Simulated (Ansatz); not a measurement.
Frontier orbitals of C₂H₅FGeO, SMILES `[F][GeH]1[CH2]O[CH2]1`.

Z-matrix (Å, degrees):
```
Ge
C 1 1.971
F 1 1.744 2 115.3
C 1 1.971 2 71.3 3 -109.8
H 1 1.538 2 124.1 3 131.2
O 2 1.433 1 90.0 3 119.6
H 2 1.092 1 119.8 3 -126.4
H 2 1.095 1 113.5 3 5.6
H 4 1.092 1 119.8 2 -123.8
H 4 1.095 1 113.5 2 104.2
```

Charge 0, multiplicity 1. Correlated methods include outer-core shells of Ge, which these sets cover unevenly. Scalar relativity is left out up to krypton. All single points use the PBE0-D4/def2-TZVP geometry. Basis def2-TZVPP, Ansatz.

```
functional  HOMO (eV)  LUMO (eV)  gap (eV)
       PBE      -6.03      -0.62      5.41
      BLYP      -5.95      -0.55      5.40
    r2SCAN      -6.34      -0.26      6.08
      PBE0      -7.57       0.30      7.87
     BHLYP      -9.04       1.17     10.21
   LC-ωPBE     -10.27       2.55     12.82
   ωB97M-V      -9.90       2.11     12.01
```

From PBE to PBE0 the HOMO moves by −1.54 eV and the LUMO by +0.92 eV, and with ωB97M-V by −3.87 and +2.73 eV, so the gap grows from 5.41 to 12.01 eV with exact exchange. A positive LUMO is unbound and depends on the basis.

LC-ωPBE has ω = 0.4 bohr⁻¹.
